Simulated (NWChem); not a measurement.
System meant: C₂H₃AgClN; SMILES C[N+]#[C-]->[Ag][Cl]

Input file for NWChem:

```
start job
memory heap 200 mb stack 900 mb global 1100 mb
geometry units angstroms noautoz
  Ag     0.200417     0.257093    -0.350433
  Cl     1.144456     1.495282    -2.021488
  C     -1.715058    -2.216935     3.008292
  N     -1.124935    -1.460418     1.978018
  C     -0.638639    -0.834463     1.127135
  H     -1.648708    -1.666407     3.957384
  H     -1.191198    -3.177954     3.109961
  H     -2.772122    -2.404260     2.772119
end
basis spherical
  * library def2-svp
end
ecp
  Ag library def2-ecp
end
dft
  xc pbe0
  iterations 4
  mulliken
end
task dft energy
```

End of the output:

```
    Atom       Charge   Shell Charges
 -----------   ------   -------------------------------------------------------
    1 Ag  19    19.29   0.00  0.94  1.00  0.51  0.26  5.62  0.69  0.31  8.47  1.47  0.00
    2 Cl  17    17.12   2.00  1.96  1.03  0.79  5.82  2.25  3.26  0.01
    3 C    6     5.96   1.96  0.56  0.30  1.87  1.17  0.10
    4 N    7     6.91   1.97  0.74  0.38  2.25  1.52  0.05
    5 C    6     5.90   1.97  0.71  0.43  1.67  0.98  0.13
    6 H    1     0.94   0.63  0.24  0.07
    7 H    1     0.94   0.63  0.24  0.07
    8 H    1     0.94   0.63  0.24  0.07

 center of mass
 --------------
 x =   0.00053158 y =   0.22509350 z =   0.00003035

 moments of inertia (a.u.)
 ------------------
        2439.176315637370          -0.000000000000           0.000000000000
          -0.000000000000          11.567413060156          -0.000000000000
           0.000000000000          -0.000000000000        2439.185824887699

     Multipole analysis of the density
     ---------------------------------

     L   x y z        total         alpha         beta         nuclear
     -   - - -        -----         -----         ----         -------
     0   0 0 0      0.000000    -29.000000    -29.000000     58.000000

     1   1 0 0     -0.000165      0.066801      0.066801     -0.133767
     1   0 1 0     -4.390871      9.492133      9.492133    -23.375137
     1   0 0 1      0.000110      0.004609      0.004609     -0.009108

     2   2 0 0    -36.915281    -21.327207    -21.327207      5.739133
     2   1 1 0      0.052393     -0.009553     -0.009553      0.071499
     2   1 0 1     -0.000133      0.000069      0.000069     -0.000271
     2   0 2 0    -27.033968   -660.009872   -660.009872   1292.985777
     2   0 1 1      0.002737      0.001071      0.001071      0.000596
     2   0 0 2    -36.915785    -21.324925    -21.324925      5.734065

 ------------------------------------------------------------------------
 dft energy failed                                                                                  0
 ------------------------------------------------------------------------
 ------------------------------------------------------------------------
  current input line :
    24: task dft energy
 ------------------------------------------------------------------------
 ------------------------------------------------------------------------
 This type of error is most commonly associated with calculations not reaching convergence criteria
 ------------------------------------------------------------------------
 For more information see the NWChem manual at https://nwchemgit.github.io

0:dft energy failed:Received an Error in Communication
```

Can this run be used? If not, why, and what is the fix?

The run did not converge; its last values are not results. Cause: the SCF was allowed too few iterations. This input runs:
```
start job
memory heap 200 mb stack 900 mb global 1100 mb
geometry units angstroms noautoz
  Ag     0.200417     0.257093    -0.350433
  Cl     1.144456     1.495282    -2.021488
  C     -1.715058    -2.216935     3.008292
  N     -1.124935    -1.460418     1.978018
  C     -0.638639    -0.834463     1.127135
  H     -1.648708    -1.666407     3.957384
  H     -1.191198    -3.177954     3.109961
  H     -2.772122    -2.404260     2.772119
end
basis spherical
  Ag library def2-svp
  Cl library def2-svp
  C library def2-svp
  N library def2-svp
  H library def2-svp
end
ecp
  Ag library def2-ecp
end
dft
  xc pbe0
  iterations 150
  mulliken
end
task dft energy
```
It converges to -739.40190 Ha (PBE0/def2-SVP with def2 effective core potentials on Ag).
